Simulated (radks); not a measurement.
Initial-state core-level shifts of neutral selenium when its valence configuration changes from [Ar] 3d10 4s2 4p4. Method: Dirac Kohn-Sham, PBE, spin-unpolarised, spherical densities, finite nucleus; open shells fill j = l - 1/2 first; Fermi nuclear charge, rms radius 4.14 fm; computed with a radial shooting solver on a logarithmic mesh with Libxc functionals. Shifts are changes of the shell-averaged eigenvalues in eV (positive: less bound); the change of the density at the nucleus, which sets a Mossbauer isomer shift, is in e/bohr^3, on a base of 3.976e+04.

| valence | 1s | 2s | 2p | 3p | density at nucleus |
|---|---|---|---|---|---|
| 3d8 4s2 4p6 | -28.777 | -32.070 | -31.826 | -24.052 | +33.579 |
| 3d10 4p6 | -3.364 | -3.249 | -3.239 | -3.280 | -56.902 |
| 3d9.5 4s2 4p4.5 | -6.870 | -7.630 | -7.569 | -5.888 | +7.936 |
| 3d10 4s1.5 4p4.5 | -0.872 | -0.842 | -0.839 | -0.849 | -13.667 |
| 3d9 4s2 4p5 | -13.958 | -15.522 | -15.400 | -11.862 | +16.183 |
| 3d10 4s1 4p5 | -1.722 | -1.663 | -1.658 | -1.677 | -27.717 |
| 3d9 4s1 4p6 | -15.561 | -17.080 | -16.952 | -13.420 | -15.370 |
